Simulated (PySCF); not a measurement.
## Two probes of the same atoms: core binding energy and nuclear shielding

Species: C3H8N2OSi2.
Atom-mapped SMILES: `[SiH3:1][O:2][c:3]1[cH:4][n:5][cH:6][n:7]1[SiH3:8]`

Structure used (PBE0-D3(BJ)/def2-SVP), in Å, numbered top down from 1:
```
atom  x, y, z in Å
Si1    3.592   -0.170   -0.098
O2     1.906   -0.213   -0.007
C3     1.152   -1.298   -0.232
C4     1.412   -2.598   -0.592
N5     0.228   -3.288   -0.682
C6    -0.709   -2.435   -0.386
N7    -0.212   -1.179   -0.094
Si8   -1.079    0.306    0.362
H9     4.030   -0.546   -1.472
H10    4.172   -1.118    0.896
H11    3.952    1.235    0.220
H12    2.377   -3.065   -0.790
H13   -1.779   -2.646   -0.358
H14   -0.650    0.750    1.715
H15   -2.515   -0.083    0.363
H16   -0.819    1.374   -0.640
```

Binding energies: delta-SCF UKS SCAN, pcX-2 on the ionised atom, pcseg-1 elsewhere, spin-free X2C (PySCF). Shieldings: GIAO KT3/pcSseg-1, non-relativistic, same geometry.

| atom | C 1s (eV) |
| --- | --- |
| C3 | 292.57 |
| C4 | 290.35 |
| C6 | 291.37 |

Task: What are the absolute isotropic shieldings of these atoms?

Result: 
| atom | environment | C 1s (eV) | isotropic shielding (ppm) |
| --- | --- | --- | --- |
| C4 | aromatic CH next to a ring nitrogen | 290.35 | 81.5 |
| C6 | aromatic CH next to a ring nitrogen | 291.37 | 59.7 |
| C3 | aromatic carbon bearing oxygen | 292.57 | 37.9 |

Task: Among the listed atoms, is the one with the highest binding energy also the least shielded?

Result: Yes: C3 has both (292.57 eV, 37.9 ppm).

By binding energy: C4 < C6 < C3. By shielding: C3 < C6 < C4.

Geometry: PBE0-D3(BJ)/def2-SVP, one conformer, isolated molecule.
